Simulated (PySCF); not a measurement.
CH$_{2}$BNO$_{3}$ (SMILES O=C=NB(O)O), singlet, at a GFN2-xTB geometry; PBE0/6-31G, polarisability by finite fields (PySCF).

The PySCF input:
```python
from pyscf import gto, scf, dft

mol = gto.M(
    atom='''
B     0.88220237    0.46070723    0.14584955
N    -0.26367344   -0.42372177    0.10089282
C    -1.35831183   -0.78155806   -0.18808291
O    -2.40626682   -1.20897520   -0.42187718
O     0.87091585    1.65742213   -0.46350945
H     0.07543134    1.90567153   -0.93027289
O     1.98108421    0.07970981    0.80986509
H     1.94327600   -0.77906088    1.22744523
''',
    basis='6-31g',
    verbose=4,
)

mf = dft.RKS(mol)
mf.xc = 'pbe0'
mf.conv_tol = 1e-6
mf.kernel()
h0, z, done = mf.get_hcore(), mol.intor('int1e_r')[2], []
def energy(F):
    f = mf.copy()
    f.scf_summary = {}
    f.get_hcore = lambda *a: h0 + F * z
    e = f.kernel(mf.make_rdm1())
    done.append(f.converged)
    return e
F = 0.001
alpha = -(energy(F) + energy(-F) - 2 * mf.e_tot) / F**2
print('alpha_zz =', alpha)
```

The log (banner, timings and long lists left out):

```
PySCF version 2.14.0

[INPUT] verbose = 4
[INPUT] num. atoms = 8
[INPUT] num. electrons = 44
[INPUT] charge = 0
[INPUT] spin (= nelec alpha-beta = 2S) = 0
[INPUT] symmetry False subgroup None
[INPUT] Mole.unit = angstrom
[INPUT] Symbol           X                Y                Z      unit          X                Y                Z       unit  Magmom
[INPUT]  1 B      0.882202370000   0.460707230000   0.145849550000 AA    1.667120865742   0.870610488307   0.275615704891 Bohr   0.0
[INPUT]  2 N     -0.263673440000  -0.423721770000   0.100892820000 AA   -0.498270587922  -0.800718098316   0.190659797735 Bohr   0.0
[INPUT]  3 C     -1.358311830000  -0.781558060000  -0.188082910000 AA   -2.566837350457  -1.476930683846  -0.355425188611 Bohr   0.0
[INPUT]  4 O     -2.406266820000  -1.208975200000  -0.421877180000 AA   -4.547185272428  -2.284632019391  -0.797232328404 Bohr   0.0
[INPUT]  5 O      0.870915850000   1.657422130000  -0.463509450000 AA    1.645792434043   3.132073898493  -0.875905916648 Bohr   0.0
[INPUT]  6 H      0.075431340000   1.905671530000  -0.930272890000 AA    0.142544573809   3.601197275081  -1.757960983208 Bohr   0.0
[INPUT]  7 O      1.981084210000   0.079709810000   0.809865090000 AA    3.743706586600   0.150629710341   1.530423217946 Bohr   0.0
[INPUT]  8 H      1.943276000000  -0.779060880000   1.227445230000 AA    3.672259424440  -1.472211697563   2.319535317604 Bohr   0.0

nuclear repulsion = 199.46722398409
number of shells = 34
number of NR pGTOs = 140
number of NR cGTOs = 58
basis = 6-31g
ecp = {}

******** <class 'pyscf.dft.rks.RKS'> ********
method = RKS
initial guess = minao
damping factor = 0
level_shift factor = 0
DIIS = <class 'pyscf.scf.diis.CDIIS'>
diis_start_cycle = 1
diis_space = 8
diis_damp = 0
SCF conv_tol = 1e-06
SCF conv_tol_grad = None
SCF max_cycles = 50
direct_scf = True
direct_scf_tol = 1e-13
XC library pyscf.dft.libxc version 7.1.2
    S. Lehtola, C. Steigemann, M. J. T. Oliveira, and M. A. L. Marques,  SoftwareX 7, 1–5 (2018)
XC functionals = pbe0
    C. Adamo and V. Barone,  J. Chem. Phys. 110, 6158 (1999)
    M. Ernzerhof and G. E. Scuseria,  J. Chem. Phys. 110, 5029 (1999)
radial grids:
    Treutler-Ahlrichs [JCP 102, 346 (1995); DOI:10.1063/1.469408] (M4) radial grids

becke partition: Becke, JCP 88, 2547 (1988); DOI:10.1063/1.454033
pruning grids: <function nwchem_prune>
grids dens level: 3
symmetrized grids: False
atomic radii adjust function: <function treutler_atomic_radii_adjust>
small_rho_cutoff = 0
Set gradient conv threshold to 0.001
Initial guess from minao.
tot grids = 103928
init E= -345.396015320046
  HOMO = -0.353463366064286  LUMO = -0.0405584049255625  gap/eV = 8.51458
cycle= 1 E= -343.977195436231  delta_E= 1.42  |g|= 1.09  |ddm|= 3.23
  HOMO = -0.198935208359443  LUMO = 0.0204874819372218  gap/eV = 5.97080
cycle= 2 E= -343.482675116436  delta_E= 0.495  |g|= 1.96  |ddm|= 2.27
  HOMO = -0.302964411682945  LUMO = 0.0127398531494174  gap/eV = 8.59075
cycle= 3 E= -344.16973523701  delta_E= -0.687  |g|= 0.466  |ddm|= 1.62
  HOMO = -0.321206636303082  LUMO = 0.00774764707491538  gap/eV = 8.95130
cycle= 4 E= -344.215397114792  delta_E= -0.0457  |g|= 0.0771  |ddm|= 0.401
  HOMO = -0.32552169799635  LUMO = 0.00268740995049299  gap/eV = 8.93102
cycle= 5 E= -344.216606348951  delta_E= -0.00121  |g|= 0.0215  |ddm|= 0.0722
  HOMO = -0.324574402906654  LUMO = 0.00464610815074562  gap/eV = 8.95855
cycle= 6 E= -344.216702461001  delta_E= -9.61e-05  |g|= 0.007  |ddm|= 0.0203
  HOMO = -0.323692561860287  LUMO = 0.00528811724887857  gap/eV = 8.95202
cycle= 7 E= -344.216712522296  delta_E= -1.01e-05  |g|= 0.00116  |ddm|= 0.0058
  HOMO = -0.323799519584982  LUMO = 0.00528906905020188  gap/eV = 8.95496
cycle= 8 E= -344.216712830953  delta_E= -3.09e-07  |g|= 0.000227  |ddm|= 0.00145
  HOMO = -0.323808552485131  LUMO = 0.00525136358031153  gap/eV = 8.95418
Extra cycle  E= -344.216712826427  delta_E= 4.53e-09  |g|= 0.000285  |ddm|= 0.000565
converged SCF energy = -344.216712826427

******** <class 'pyscf.dft.rks.RKS'> ********
method = RKS
initial guess = minao
damping factor = 0
level_shift factor = 0
DIIS = <class 'pyscf.scf.diis.CDIIS'>
diis_start_cycle = 1
diis_space = 8
diis_damp = 0
SCF conv_tol = 1e-06
SCF conv_tol_grad = None
SCF max_cycles = 50
direct_scf = True
direct_scf_tol = 1e-13
XC library pyscf.dft.libxc version 7.1.2
    S. Lehtola, C. Steigemann, M. J. T. Oliveira, and M. A. L. Marques,  SoftwareX 7, 1–5 (2018)
XC functionals = pbe0
    C. Adamo and V. Barone,  J. Chem. Phys. 110, 6158 (1999)
    M. Ernzerhof and G. E. Scuseria,  J. Chem. Phys. 110, 5029 (1999)
radial grids:
    Treutler-Ahlrichs [JCP 102, 346 (1995); DOI:10.1063/1.469408] (M4) radial grids

becke partition: Becke, JCP 88, 2547 (1988); DOI:10.1063/1.454033
pruning grids: <function nwchem_prune>
grids dens level: 3
symmetrized grids: False
atomic radii adjust function: <function treutler_atomic_radii_adjust>
small_rho_cutoff = 0
Overwritten attributes  get_hcore  of <class 'pyscf.dft.rks.RKS'>
Set gradient conv threshold to 0.001
init E= -344.216698900698
  HOMO = -0.323951289254938  LUMO = 0.00516505941831702  gap/eV = 8.95571
cycle= 1 E= -344.216705392029  delta_E= -6.49e-06  |g|= 0.00387  |ddm|= 0.018
  HOMO = -0.32398141433823  LUMO = 0.00520954494013215  gap/eV = 8.95774
cycle= 2 E= -344.216690231003  delta_E= 1.52e-05  |g|= 0.0094  |ddm|= 0.0108
  HOMO = -0.323916051559382  LUMO = 0.00519805458457778  gap/eV = 8.95565
cycle= 3 E= -344.216708848057  delta_E= -1.86e-05  |g|= 0.000681  |ddm|= 0.00708
  HOMO = -0.323926042096792  LUMO = 0.0051903441175607  gap/eV = 8.95571
cycle= 4 E= -344.216708935111  delta_E= -8.71e-08  |g|= 0.000225  |ddm|= 0.000664
  HOMO = -0.323931131393008  LUMO = 0.00519041573297319  gap/eV = 8.95585
Extra cycle  E= -344.216708909755  delta_E= 2.54e-08  |g|= 0.000427  |ddm|= 0.000458
converged SCF energy = -344.216708909755

******** <class 'pyscf.dft.rks.RKS'> ********
method = RKS
initial guess = minao
damping factor = 0
level_shift factor = 0
DIIS = <class 'pyscf.scf.diis.CDIIS'>
diis_start_cycle = 1
diis_space = 8
diis_damp = 0
SCF conv_tol = 1e-06
SCF conv_tol_grad = None
SCF max_cycles = 50
direct_scf = True
direct_scf_tol = 1e-13
XC library pyscf.dft.libxc version 7.1.2
    S. Lehtola, C. Steigemann, M. J. T. Oliveira, and M. A. L. Marques,  SoftwareX 7, 1–5 (2018)
XC functionals = pbe0
    C. Adamo and V. Barone,  J. Chem. Phys. 110, 6158 (1999)
    M. Ernzerhof and G. E. Scuseria,  J. Chem. Phys. 110, 5029 (1999)
radial grids:
    Treutler-Ahlrichs [JCP 102, 346 (1995); DOI:10.1063/1.469408] (M4) radial grids

becke partition: Becke, JCP 88, 2547 (1988); DOI:10.1063/1.454033
pruning grids: <function nwchem_prune>
grids dens level: 3
symmetrized grids: False
atomic radii adjust function: <function treutler_atomic_radii_adjust>
small_rho_cutoff = 0
Set gradient conv threshold to 0.001
init E= -344.216726752156
  HOMO = -0.323658515027737  LUMO = 0.00535664154999949  gap/eV = 8.95296
cycle= 1 E= -344.216734472382  delta_E= -7.72e-06  |g|= 0.0029  |ddm|= 0.0176
  HOMO = -0.323651906735548  LUMO = 0.0053116136901219  gap/eV = 8.95155
cycle= 2 E= -344.216727322594  delta_E= 7.15e-06  |g|= 0.00662  |ddm|= 0.00791
  HOMO = -0.323697801260568  LUMO = 0.00532070288820297  gap/eV = 8.95305
cycle= 3 E= -344.216736431353  delta_E= -9.11e-06  |g|= 0.000711  |ddm|= 0.00505
  HOMO = -0.323689124949754  LUMO = 0.00532673166347974  gap/eV = 8.95298
cycle= 4 E= -344.21673652122  delta_E= -8.99e-08  |g|= 0.000235  |ddm|= 0.000662
  HOMO = -0.323687924494221  LUMO = 0.00532828208138425  gap/eV = 8.95299
Extra cycle  E= -344.216736485278  delta_E= 3.59e-08  |g|= 0.000487  |ddm|= 0.000522
converged SCF energy = -344.216736485278
alpha_zz = 19.742179233617208
```
